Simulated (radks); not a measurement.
Results of a calculation; reference values are marked as such.
Species: P III. Configuration: [Ne] 3s2 3p1 (the NIST ground configuration). Code: a radial shooting solver on a logarithmic mesh with Libxc functionals. Model: Dirac Kohn-Sham, LDA (Slater exchange, Perdew-Wang correlation), spin-unpolarised, spherical densities, point nucleus; open shells fill j = l - 1/2 first.

Unscreened Slater integrals over Kohn-Sham orbitals (cm^-1). Large and small components are both included. Empty in this configuration: 3p3/2.

\begin{tabular}{lr}
integral & value \\ \hline
F0(3p1/2,3p1/2) & 100930 \\
F0(3p1/2,3s1/2) & 106640 \\
G1(3p1/2,3s1/2) & 70908 \\
F0(3p1/2,2p3/2) & 137030 \\
G2(3p1/2,2p3/2) & 9548.5 \\
F0(3p1/2,2p1/2) & 137100 \\
G0(3p1/2,2p1/2) & 9731.0 \\
F0(3p1/2,3p3/2) & 100790 \\
G2(3p1/2,3p3/2) & 51343 \\
F0(3s1/2,3s1/2) & 113520 \\
F0(3s1/2,2p3/2) & 150660 \\
G1(3s1/2,2p3/2) & 11518 \\
F0(3s1/2,2p1/2) & 150730 \\
G1(3s1/2,2p1/2) & 11509 \\
F0(3s1/2,3p3/2) & 106470 \\
G1(3s1/2,3p3/2) & 70739 \\
F0(2p3/2,2p3/2) & 415320 \\
F2(2p3/2,2p3/2) & 191170 \\
F0(2p3/2,2p1/2) & 416300 \\
G2(2p3/2,2p1/2) & 191290 \\
F0(2p3/2,3p3/2) & 136680 \\
F2(2p3/2,3p3/2) & 23382 \\
G0(2p3/2,3p3/2) & 9697.4 \\
G2(2p3/2,3p3/2) & 9551.9 \\
F0(2p1/2,2p1/2) & 417290 \\
F0(2p1/2,3p3/2) & 136750 \\
G2(2p1/2,3p3/2) & 9541.9 \\
F0(3p3/2,3p3/2) & 100650 \\
F2(3p3/2,3p3/2) & 51281 \\
\end{tabular}
